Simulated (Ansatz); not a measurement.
Cost and result for the atomization energy of CH8FNO2Si2, SMILES `CN([SiH2]O)[SiH](O)F` (15 atoms, 14 bonds).

```xyz
15

C    -0.386    0.427   -1.792
N    -0.060    0.166   -0.388
Si   -1.224    0.735    0.769
O    -0.607    0.610    2.279
Si    1.422   -0.526    0.082
O     1.217   -1.502    1.389
F     1.957   -1.378   -1.157
H    -1.418    0.132   -2.011
H    -0.279    1.486   -2.046
H     0.260   -0.150   -2.454
H    -1.530    2.168    0.538
H    -2.477   -0.054    0.596
H    -0.118   -0.194    2.484
H     2.489    0.411    0.469
H     0.756   -2.331    1.244
```

Total charge 0; spin multiplicity 1. The geometry is a stationary point of PBE0-D4/def2-TZVP. It is one conformer, not always the lowest. Program: Ansatz. All runs use 2 threads of an AMD EPYC 7R13 on a shared host and a share of an NVIDIA H100 80 GB. Times are those of one run each, without the atoms' runs, and a repeat can differ threefold. Electronic energies, without spin–orbit coupling; frozen cores. CCSD(T)/CBS adds CCSD(T) − MP2 in def2-TZVPP to the MP2 limit, and its time is that of the two runs behind it. T1 = 0.011. B3LYP takes the VWN-RPA correlation (the form of Gaussian; ORCA's B3LYP/G).

CCSD(T)/CBS is a level of theory with its own doubt, some kJ/mol a heavy atom from the limit and from the frozen cores, so smaller differences don't rank the functionals.

```
                             level  functions  wall time
                PBE0-D4/def2-TZVPP        351        3 s
 B3LYP-D4/def2-TZVPP (with forces)        351      3.3 s
   PBE-D4/def2-TZVPP (with forces)        351      3.4 s
r2SCAN-D4/def2-TZVPP (with forces)        351      3.7 s
                ωB97X-V/def2-TZVPP        351      3.9 s
                 B2PLYP/def2-TZVPP        351      4.6 s
                    MP2/def2-QZVPP        665      6.5 s
  ωB97M-V/def2-TZVPP (with forces)        351      7.5 s
                CCSD(T)/def2-TZVPP        351       18 s
                 CCSD(T)/CBS(def2)          –       25 s
```

Task: What atomization energy does each give, and how far from CCSD(T)/CBS? (An estimate is asked.)

Result: Computed: 
```json
{"level": "PBE0-D4/def2-TZVPP", "atomization (kJ/mol)": "5700.9", "difference from CCSD(T)/CBS": "-82.8", "per bond": "-5.9"}
{"level": "B3LYP-D4/def2-TZVPP (with forces)", "atomization (kJ/mol)": "5743.4", "difference from CCSD(T)/CBS": "-40.3", "per bond": "-2.9"}
{"level": "PBE-D4/def2-TZVPP (with forces)", "atomization (kJ/mol)": "5805.6", "difference from CCSD(T)/CBS": "21.9", "per bond": "1.6"}
{"level": "r2SCAN-D4/def2-TZVPP (with forces)", "atomization (kJ/mol)": "5749.6", "difference from CCSD(T)/CBS": "-34.1", "per bond": "-2.4"}
{"level": "ωB97X-V/def2-TZVPP", "atomization (kJ/mol)": "5779.8", "difference from CCSD(T)/CBS": "-3.9", "per bond": "-0.3"}
{"level": "B2PLYP/def2-TZVPP", "atomization (kJ/mol)": "5691.1", "difference from CCSD(T)/CBS": "-92.6", "per bond": "-6.6"}
{"level": "MP2/def2-QZVPP", "atomization (kJ/mol)": "5834.3", "difference from CCSD(T)/CBS": "50.6", "per bond": "3.6"}
{"level": "ωB97M-V/def2-TZVPP (with forces)", "atomization (kJ/mol)": "5778.8", "difference from CCSD(T)/CBS": "-4.9", "per bond": "-0.3"}
{"level": "CCSD(T)/def2-TZVPP", "atomization (kJ/mol)": "5608.7", "difference from CCSD(T)/CBS": "-175.0", "per bond": "-12.5"}
{"level": "CCSD(T)/CBS(def2)", "atomization (kJ/mol)": "5783.7", "difference from CCSD(T)/CBS": "0.0", "per bond": "0.0"}
```

In def2-TZVPP, CCSD(T) changes the Hartree–Fock value by +1458.0 kJ/mol (the triples alone add +81.1 kJ/mol) and MP2 by +1577.7 kJ/mol; breaking electron pairs costs correlation energy, which Hartree–Fock lacks. From PBE to PBE0 (25 % exact exchange), in def2-TZVPP and without D4, the atomization energy moves by −98.9 kJ/mol: exact exchange takes away binding that semilocal exchange gives to molecules. The D4 term adds +62.3 kJ/mol with B3LYP and +33.0 kJ/mol with PBE0; it sums over pairs of atoms, weighted by their polarisabilities, and B3LYP, whose exchange is more repulsive, gets the larger term.
